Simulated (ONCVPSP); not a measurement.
## Ranking ONCV potentials for C (Z = 6)

All share these settings but for the change named:

ONCVPSP 4.0.1 input, shortened (lines: element, Z, core and valence counts, functional; n l f; lmax; l rc ep ncon nbas qcut; lloc lpopt rc5 dvloc0; l nproj debl; icmod fcfact rcfact), PBE, scalar-relativistic:

```
  C 6.00    1    2        4      upf
    1    0    2.00
    2    0    1.50
    2    1    2.50
    1
    0    1.35    0.00    4    7    3.90
    1    2.60    0.00    4    8    4.20
    0    5    1.35    0.00
    0    0    0.60
    1    2    3.00
    3    4.00    1.25
```

Test errors are all-electron minus pseudo excitation energies from the reference, over 2s2 2p2; 2s2 2p1; 2s2 2p0; 2s0 2p4. None of these files shows a bound ghost.

The base gives 1371.5 meV.

Of 7 variants that were run, those that failed, showed a ghost or another fault, or gave nearly equal values are left out.

Question: Rank these variants by their largest absolute test error, smallest first.
A. all radii but the core radius scaled by about 1.14 (s 1.54, p 2.98 bohr)
B. all radii but the core radius scaled by about 0.85 (s 1.14, p 2.22 bohr)
C. all radii but the core radius scaled by about 1.25 (s 1.68, p 3.24 bohr)
D. all radii but the core radius scaled by about 0.93 (s 1.26, p 2.42 bohr)
E. all radii but the core radius scaled by about 0.78 (s 1.06, p 2.04 bohr)

Answer: E (764.6 meV), B (938.8 meV), D (1164.6 meV), A (1844.9 meV), C (2185.1 meV).
